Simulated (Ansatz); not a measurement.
One change: `N[SiH](Cl)O[SiH3]` becomes `C[SiH](N)O[SiH3]`.

Ansatz, PBE0-D4/def2-TZVP geometries, multiplicity 1. Each molecule was computed in one conformer, which needn't be the lowest.

| property | `N[SiH](Cl)O[SiH3]` |
| --- | --- |
| HOMO energy (ωB97M-V/def2-TZVPP) / eV | -10.38 |
| LUMO energy (ωB97M-V/def2-TZVPP) / eV | 1.82 |
| HOMO energy (PBE0/def2-TZVPP) / eV | -8.01 |
| LUMO energy (PBE0/def2-TZVPP) / eV | 0.17 |
| HOMO–LUMO gap (PBE/def2-TZVPP) / eV | 5.86 |
| LUMO energy (B3LYP/def2-TZVPP) / eV | -0.05 |

**Question.** Give the same properties after the change, and the shifts. (Estimate.)

**Answer.** Computed: 
| property | `C[SiH](N)O[SiH3]` | shift |
| --- | --- | --- |
| HOMO energy (ωB97M-V/def2-TZVPP) / eV | -10.08 | 0.30 |
| LUMO energy (ωB97M-V/def2-TZVPP) / eV | 1.91 | 0.09 |
| HOMO energy (PBE0/def2-TZVPP) / eV | -7.65 | 0.36 |
| LUMO energy (PBE0/def2-TZVPP) / eV | 0.37 | 0.20 |
| HOMO–LUMO gap (PBE/def2-TZVPP) / eV | 5.72 | -0.14 |
| LUMO energy (B3LYP/def2-TZVPP) / eV | 0.13 | 0.18 |

With PBE0 the HOMO rises by 0.36 eV and the LUMO rises by 0.20 eV, so the gap narrows by about 0.16 eV. PBE moves the HOMO by 0.37 eV and ωB97M-V by 0.30 eV.

B3LYP here is the variant with VWN-RPA as its local correlation; programs differ in this.
